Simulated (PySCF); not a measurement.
Ionisation energy along the 25-electron series

Calculated with PySCF 2.14 and a two-component X2C-1e Hamiltonian (Gaussian nucleus, no Breit or QED terms), each ion in its own even-tempered basis scaled to its charge; GMP2 freezes [Ne] and drops the highest virtual spinors. Values in eV. NIST values: (m) measured, (s) semi-empirical, (t) theoretical.

```json
{"ion": "Gd³⁹⁺", "configuration": "[Ar] 3d7", "GHF (spin-free)": "2946.9", "GMP2 (spin-free)": "2947.9", "GHF (screened spin-orbit)": "2942.0", "GMP2 (screened spin-orbit)": "2942.4", "NIST": "2941 ± 4 (t)"}
{"ion": "Dy⁴¹⁺", "configuration": "[Ar] 3d7", "GHF (spin-free)": "3224.9", "GMP2 (spin-free)": "3225.9", "GHF (screened spin-orbit)": "3218.2", "GMP2 (screened spin-orbit)": "3218.5", "NIST": "3217 ± 4 (t)"}
```

(1) Fill in the row of Tb⁴⁰⁺.

Answers

(1) configuration: [Ar] 3d7; GHF (spin-free): 3084.2; GMP2 (spin-free): 3085.2; GHF (screened spin-orbit): 3078.5; GMP2 (screened spin-orbit): 3078.8; NIST: 3078 ± 4 (t).
